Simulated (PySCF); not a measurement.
Zr(OEt)(H)3 (C2H8OZr), SMILES CC[O][ZrH3], multiplicity 1.

Geometry optimised at PBE0-D3(BJ)/def2-SVP. The spin state was assumed, not searched. The structure was generated by enumeration; whether it is a known compound was not checked. The def2 effective core potentials stand for the cores of Zr; spin–orbit coupling is left out. One conformer was computed; it need not be the lowest.

Two levels are set side by side: TDA-PBE/def2-SVPD (PySCF) and TDA-CAM-B3LYP/def2-SVPD (PySCF). Vertical, same geometry. The lowest singlet is HOMO−1→LUMO 54 %, HOMO→LUMO+1 45 % with PBE and HOMO−1→LUMO 49 %, HOMO→LUMO+1 47 % with the other functional; states are paired by order. Differences are taken from unrounded values.

| quantity | TDA-CAM-B3LYP | TDA-PBE | TDA-PBE minus TDA-CAM-B3LYP |
|---|---|---|---|
| lowest singlet excitation (eV) | 4.36 | 4.01 | -0.35 |
| lowest triplet excitation (TDA) (eV) | 3.98 | 3.66 | -0.32 |

A lower first singlet is the usual sign of a functional without exact exchange. Differences between two approximate levels are no errors against the true value.

Rough cost on one machine, each run with all the roots and properties that it gave: TDA-CAM-B3LYP against TDA-PBE about 4 times.
